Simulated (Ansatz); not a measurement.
CH4BGaO2 (`[OH][Ga]1[BH]O[CH2]1`) at its PBE0-D4/def2-TZVP geometry, where that method's forces vanish. Charge 0, multiplicity 1.

```xyz
9

O     1.8667   -1.3624   -1.3535
Ga    0.6804   -0.6510   -0.2293
B    -0.3842   -0.4787    1.5828
O    -1.0378    0.5758    1.0657
C    -0.6399    0.9129   -0.3024
H     1.9192   -0.9256   -2.2068
H    -0.6053   -0.8678    2.6893
H    -0.2735    1.9416   -0.3070
H    -1.5255    0.8551   -0.9388
```

(1) What forces (eV/Å) does r2SCAN-D4/def2-TZVPP give on these atoms in the Gaussian-basis code of Ansatz? (Best estimate.)

Results:

(1) Ansatz gave: 
```
O1   0.053 -0.066  0.007
Ga2 -0.027  0.002  0.050
B3   0.076 -0.167  0.136
O4  -0.154  0.034  0.247
C5   0.080  0.134 -0.389
H6  -0.002  0.034 -0.055
H7  -0.005  0.020 -0.025
H8  -0.017 -0.002  0.012
H9  -0.004  0.009  0.018
```
